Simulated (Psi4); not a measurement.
Psi4 input (wB97X-D/6-31G*):

```
memory 1500 MB

molecule {
0 2
O     0.43423239   -0.69934071   -1.18515025
S    -0.28043456    0.01828149    0.09132429
O     0.26531555   -0.57106084    1.29921777
O    -0.22585736    1.43341129   -0.18149112
H     0.69742826   -1.59658158   -0.92180003
symmetry c1
no_reorient
no_com
}

set {
  basis 6-31G*
  reference uks
  scf_type pk
  dft_radial_points 99
  dft_spherical_points 590
  e_convergence 1e-8
  d_convergence 1e-7
  maxiter 150
}

e = energy('wb97x-d')
print_out(f'\nFINAL {e:.10f} DIPOLE {variable("CURRENT DIPOLE")[0]:.6f} {variable("CURRENT DIPOLE")[1]:.6f} {variable("CURRENT DIPOLE")[2]:.6f}\n')
```

Output:

```
   => Loading Basis Set <=

    Name: 6-31G*
    Role: ORBITAL
    Keyword: BASIS
    atoms 1, 3-4 entry O          line   145 file 6-31gs.gbs
    atoms 2      entry S          line   316 file 6-31gs.gbs
    atoms 5      entry H          line    44 file 6-31gs.gbs

   => WB97X-D: Empirical Dispersion <=

    Chai and Head-Gordon Dispersion Correction
    Chai, J.-D.; Head-Gordon, M. (2010), J. Chem. Phys., 132: 6615-6620

        s6 =       1.000000

         ---------------------------------------------------------
                                   SCF
               by Justin Turney, Rob Parrish, Andy Simmonett
                          and Daniel G. A. Smith
                              UKS Reference
         ---------------------------------------------------------

  ==> Geometry <==

    Molecular point group: c1
    Full point group: C1

    Geometry (in Angstrom), charge = 0, multiplicity = 2:

       Center              X                  Y                   Z               Mass
    ------------   -----------------  -----------------  -----------------  -----------------
         O            0.434232390000    -0.699340710000    -1.185150250000    15.994914619570
         S           -0.280434560000     0.018281490000     0.091324290000    31.972071174400
         O            0.265315550000    -0.571060840000     1.299217770000    15.994914619570
         O           -0.225857360000     1.433411290000    -0.181491120000    15.994914619570
         H            0.697428260000    -1.596581580000    -0.921800030000     1.007825032230

  Running in c1 symmetry.

  Rotational constants: A =      0.30740  B =      0.30013  C =      0.16192 [cm^-1]
  Rotational constants: A =   9215.66331  B =   8997.62078  C =   4854.13633 [MHz]
  Nuclear repulsion =  187.296992352712067

  Charge       = 0
  Multiplicity = 2
  Electrons    = 41
  Nalpha       = 21
  Nbeta        = 20

  ==> Algorithm <==

  SCF Algorithm Type is PK.
  DIIS enabled.
  MOM disabled.
  Fractional occupation disabled.
  Guess Type is SAD.
  Energy threshold   = 1.00e-08
  Density threshold  = 1.00e-07
  Integral threshold = 1.00e-12

  ==> Primary Basis <==

  Basis Set: 6-31G*
    Blend: 6-31G*
    Number of shells: 28
    Number of basis functions: 66
    Number of Cartesian functions: 66
    Spherical Harmonics?: false
    Max angular momentum: 2

  ==> DFT Potential <==

   => LibXC <=

    Version 7.1.2
    S. Lehtola, C. Steigemann, M. J. T. Oliveira, and M. A. L. Marques,  SoftwareX 7, 1–5 (2018) (10.1016/j.softx.2017.11.002)

   => Composite Functional: WB97X-D <=

    wB97X-D Hyb-GGA Exchange-Correlation Functional

    J.-D. Chai and M. Head-Gordon,  Phys. Chem. Chem. Phys. 10, 6615–6620 (2008) (10.1039/B810189B)

    Deriv               =              1
    GGA                 =           TRUE
    Meta                =          FALSE

    Exchange Hybrid     =           TRUE
    MP2 Hybrid          =          FALSE

   => Exchange-Correlation Functionals <=

    1.0000   wB97X-D range-separated functional

   => Exact (HF) Exchange <=

    0.7780            HF,LR [omega = 0.2000]
    0.2220               HF

   => LibXC Density Thresholds  <==

    XC_HYB_GGA_XC_WB97X_D:  1.00E-14

   => Molecular Quadrature <=

    Radial Scheme          =       TREUTLER
    Pruning Scheme         =           NONE
    Nuclear Scheme         =       TREUTLER

    Blocking Scheme        =         OCTREE
    BS radius alpha        =              1
    Pruning alpha          =              1
    Radial Points          =             99
    Spherical Points       =            590
    Total Points           =         277371
    Total Blocks           =           2077
    Max Points             =            256
    Max Functions          =             65
    Weights Tolerance      =       1.00E-15

  ==> Integral Setup <==

  Using in-core PK algorithm.
   Calculation information:
      Number of atoms:                   5
      Number of AO shells:              28
      Number of primitives:             76
      Number of atomic orbitals:        66
      Number of basis functions:        66

      Integral cutoff                 1.00e-12
      Number of threads:                 1

  Performing in-core PK
  Using 7336098 doubles for integral storage.
  We computed 79270 shell quartets total.
  Whereas there are 82621 unique shell quartets.

  Computing range-separated integrals for PK
  We computed 79270 wK shell quartets total.
  Whereas there are 82621 wK unique shell quartets.

  ==> DiskJK: Disk-Based J/K Matrices <==

    J tasked:                  Yes
    K tasked:                  Yes
    wK tasked:                 Yes
    Omega:               2.000E-01
    Schwarz Cutoff:          1E-12


  Cached 100.0% of DFT collocation blocks in 0.454 [GiB].

  Minimum eigenvalue in the overlap matrix is 8.8592551088E-03.
  Reciprocal condition number of the overlap matrix is 1.5413373446E-03.
    Using symmetric orthogonalization.

  ==> Pre-Iterations <==

  SCF Guess: Superposition of Atomic Densities via on-the-fly atomic UHF (no occupation information).

   -------------------------
    Irrep   Nso     Nmo
   -------------------------
     A         66      66
   -------------------------
    Total      66      66
   -------------------------

  ==> Iterations <==

                        Total Energy        Delta E     RMS |[F,P]|

   @UKS iter SAD:  -624.18918510672006   -6.24189e+02   0.00000e+00
   @UKS iter   1:  -623.98089073355618    2.08294e-01   1.29300e-02 DIIS/ADIIS
   @UKS iter   2:  -623.82293250543580    1.57958e-01   1.67778e-02 DIIS/ADIIS
   @UKS iter   3:  -624.25984585055210   -4.36913e-01   1.32250e-03 DIIS/ADIIS
   @UKS iter   4:  -624.26180480607309   -1.95896e-03   8.13728e-04 DIIS/ADIIS
   @UKS iter   5:  -624.26288455788210   -1.07975e-03   1.33849e-04 DIIS/ADIIS
   @UKS iter   6:  -624.26294605068028   -6.14928e-05   8.06176e-05 DIIS
   @UKS iter   7:  -624.26296493769121   -1.88870e-05   4.51485e-05 DIIS
   @UKS iter   8:  -624.26297559733962   -1.06596e-05   1.36358e-05 DIIS
   @UKS iter   9:  -624.26297805519357   -2.45785e-06   4.38977e-06 DIIS
   @UKS iter  10:  -624.26297829864836   -2.43455e-07   1.53918e-06 DIIS
   @UKS iter  11:  -624.26297833255182   -3.39035e-08   4.99936e-07 DIIS
   @UKS iter  12:  -624.26297833635181   -3.79998e-09   1.67847e-07 DIIS
   @UKS iter  13:  -624.26297833674766   -3.95858e-10   6.89823e-08 DIIS
  Energy and wave function converged.

  ==> Post-Iterations <==

   Electrons on quadrature grid:
      Nalpha   =   20.9999999504 ; deviation = -4.956e-08
      Nbeta    =   19.9999999499 ; deviation = -5.007e-08
      Ntotal   =   40.9999999004 ; deviation = -9.962e-08

   @Spin Contamination Metric:   5.183069641E-03
   @S^2 Expected:                7.500000000E-01
   @S^2 Observed:                7.551830696E-01
   @S   Expected:                5.000000000E-01
   @S   Observed:                5.000000000E-01

    Orbital Energies [Eh]
    ---------------------

    Alpha Occupied:

       1A    -89.289798     2A    -19.364241     3A    -19.324454
       4A    -19.323540     5A     -8.280348     6A     -6.229915
       7A     -6.228420     8A     -6.227895     9A     -1.283686
      10A     -1.179328    11A     -1.162038    12A     -0.788180
      13A     -0.667850    14A     -0.612745    15A     -0.603119
      16A     -0.559467    17A     -0.492285    18A     -0.466061
      19A     -0.459859    20A     -0.434676    21A     -0.365581

    Alpha Virtual:

      22A      0.104253    23A      0.140082    24A      0.162999
      25A      0.180238    26A      0.333404    27A      0.392772
      28A      0.420759    29A      0.478871    30A      0.680946
      31A      0.691692    32A      0.801472    33A      0.848957
      34A      0.869301    35A      0.907259    36A      0.967831
      37A      0.989810    38A      1.028302    39A      1.070404
      40A      1.077028    41A      1.113853    42A      1.170062
      43A      1.232519    44A      1.254322    45A      1.344510
      46A      1.363019    47A      1.529641    48A      1.757805
      49A      1.789798    50A      1.829958    51A      1.842341
      52A      1.851610    53A      1.868419    54A      1.926439
      55A      2.012120    56A      2.113286    57A      2.186796
      58A      2.296941    59A      2.362616    60A      2.564047
      61A      2.813164    62A      2.873428    63A      3.659662
      64A      3.749541    65A      3.796410    66A      4.021111

    Beta Occupied:

       1A    -89.287365     2A    -19.360341     3A    -19.318034
       4A    -19.316890     5A     -8.277684     6A     -6.228508
       7A     -6.227123     8A     -6.221155     9A     -1.270600
      10A     -1.166520    11A     -1.144079    12A     -0.768379
      13A     -0.646869    14A     -0.590440    15A     -0.589899
      16A     -0.541942    17A     -0.470182    18A     -0.457262
      19A     -0.429833    20A     -0.425391

    Beta Virtual:

      21A     -0.095387    22A      0.115989    23A      0.151605
      24A      0.168640    25A      0.198164    26A      0.340616
      27A      0.395623    28A      0.422828    29A      0.484120
      30A      0.696657    31A      0.709620    32A      0.821042
      33A      0.857495    34A      0.875981    35A      0.921408
      36A      0.973756    37A      0.999774    38A      1.038191
      39A      1.080504    40A      1.087315    41A      1.126130
      42A      1.174954    43A      1.242942    44A      1.262061
      45A      1.349266    46A      1.369491    47A      1.533278
      48A      1.763197    49A      1.794657    50A      1.839726
      51A      1.852256    52A      1.858894    53A      1.879443
      54A      1.939458    55A      2.027700    56A      2.122117
      57A      2.197236    58A      2.305360    59A      2.368676
      60A      2.569189    61A      2.821935    62A      2.881631
      63A      3.666694    64A      3.759533    65A      3.805237
      66A      4.032460

    Final Occupation by Irrep:
              A
    DOCC [    20 ]
    SOCC [     1 ]
    NA   [    21 ]
    NB   [    20 ]

  @UKS Final Energy:  -624.26297833674766

   => Energetics <=

    Nuclear Repulsion Energy =            187.2969923527120670
    One-Electron Energy =               -1231.5580692479438767
    Two-Electron Energy =                 457.1759724531318057
    DFT Exchange-Correlation Energy =     -37.1773942999595732
    Empirical Dispersion Energy =          -0.0004795946881364
    VV10 Nonlocal Energy =                  0.0000000000000000
    Total Energy =                       -624.2629783367476648

  UHF NO Occupations:
  HONO-2 :   19  A 1.9991950
  HONO-1 :   20  A 1.9987446
  HONO-0 :   21  A 1.0000000
  LUNO+0 :   22  A 0.0012554
  LUNO+1 :   23  A 0.0008050
  LUNO+2 :   24  A 0.0003882
  LUNO+3 :   25  A 0.0000325

Computation Completed

Properties will be evaluated at   0.000000,   0.000000,   0.000000 [a0]

Properties computed using the SCF density matrix

 Multipole Moments:

 ------------------------------------------------------------------------------------
     Multipole            Electronic (a.u.)      Nuclear  (a.u.)        Total (a.u.)
 ------------------------------------------------------------------------------------

 L = 1.  Multiply by 2.5417464519 to convert [e a0] to [Debye]
 Dipole X            :         -0.0741356           -0.0000001           -0.0741357
 Dipole Y            :         -1.0729121            0.0000003           -1.0729118
 Dipole Z            :         -0.3591179           -0.0000004           -0.3591183
 Magnitude           :                                                    1.1338438

 ------------------------------------------------------------------------------------

FINAL -624.2629783367 DIPOLE -0.074136 -1.072912 -0.359118

*** Psi4 exiting successfully. Buy a developer a beer!
```

The geometry given is a B3LYP-D3(BJ)/def2-TZVP minimum.
